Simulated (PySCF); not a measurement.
**Calculated NMR parameters of CC(=O)c1oc(Cl)pc1Cl**

* Formula: C5H3Cl2O2P
* SMILES: CC(=O)c1oc(Cl)pc1Cl
* InChI: InChI=1S/C5H3Cl2O2P/c1-2(8)3-4(6)10-5(7)9-3/h1H3
* Point group of the computed structure: Cs
* Carbon signals: 5
* Proton signals: 1

Mapped SMILES: `[CH3:1][C:2](=[O:3])[c:4]1[o:5][c:6]([Cl:7])[p:8][c:9]1[Cl:10]` (H(Xn): hydrogen on atom n).

PySCF 2.14.0 with density-fitted response routines calculation with GFN2-xTB structure and NMR shieldings at PBE0/pcSseg-1/GIAO; no solvent, rapidly exchanging positions averaged, relativity neglected, single conformer.

Shifts are taken against calculated references (same method and geometry level): $^{1}$H, $^{13}$C against TMS; $^{31}$P vs H3PO4; $^{17}$O vs H2O.

| carbon | δC, type | δH (multiplicity) | HMBC from (2–3 bonds) | span of the C tensor (ppm) |
| --- | --- | --- | --- | --- |
| C1 | 30.5, CH3 | 2.50 (s) | – | 49 |
| C2 | 187.4, C | – | H(C1) | 192 |
| C4 | 157.3, C | – | H(C1) | 152 |
| C6 | 192.9, C | – | – | 206 |
| C9 | 163.1, C | – | – | 190 |

Other nuclei:
```csv
atoms,nucleus,environment,δ (ppm),σ (ppm)
P8,$^{31}$P,"phosphorus bonded to 2 C, in a 5-membered ring",135.2,183.1
O3,$^{17}$O,ketone oxygen,641.2,-305.2
O5,$^{17}$O,aromatic ring oxygen,356.6,-20.5
```

δC 192.9, 163.1: aromatic carbon bearing chlorine. δC 187.4: ketone carbonyl carbon; the double bond to the heteroatom, with no lone-pair donor beside it, deshields it most. δC 157.3: substituted aromatic carbon next to the ring oxygen. δC 30.5: methyl carbon α to a carbonyl; the adjacent C=O deshields it moderately. δH 2.50: hydrogen on a methyl carbon α to a carbonyl; α to C=O.

Carbons that carry Cl, above all several Cl atoms, come out too deshielded, partly because spin–orbit coupling is missing. Splittings by $^{31}$P in the carbon and heteronuclear signals aren't shown, as no couplings were computed. Shifts are as computed. Against solution values, carbons near 30 ppm lie about +3 ppm off and those near 130 ppm about +5 ppm; carbons on Cl a further +6 ppm. Of 1211 compounds with measured shifts, 218 miss one by over three times the rms of a fit or turn the order of signals round; such compounds aren't used in these exercises. Unscaled 17O shifts of doubly bonded oxygen tend to come out too high, by tens of ppm or more. Experimental scales use liquid or dissolved standards, which lie at an offset from isolated H2O (liquid H2O: subtract about 36 ppm) and H3PO4.
